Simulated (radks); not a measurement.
Problem. These are the eigenvalues of the occupied orbitals of an atom or ion with whole-number occupations (hartree). All-electron calculation, scalar-relativistic Kohn-Sham, SCAN, spin-polarised, spherical densities, finite nucleus; meta-GGA in the generalised Kohn-Sham scheme; Fermi nuclear charge, rms radius of each element as measured or else 0.836 A^(1/3) + 0.57 fm. Program: a radial shooting solver on a logarithmic mesh with Libxc functionals.

1s up: -35.76675
1s down: -35.68821
2s up: -4.98437
2s down: -4.76143
2p up: -4.17139
3d up: -0.91203

Which element is it, and in what charge state? The configuration may be excited. Open shells, if any, are filled with parallel spins first.

Solution. Z = 10, neon, charge +3: Ne3+ in [He] 2s2 2p1 3d2. The list shows which subshells hold electrons but not how many an open one holds; the 1s level, -35.767 hartree, gives Z - s = 8.5 by -(Z - s)^2/2, which with screening and relativity narrows Z to a few neighbours, and the depths of the outer levels then fix element, charge and occupations together.
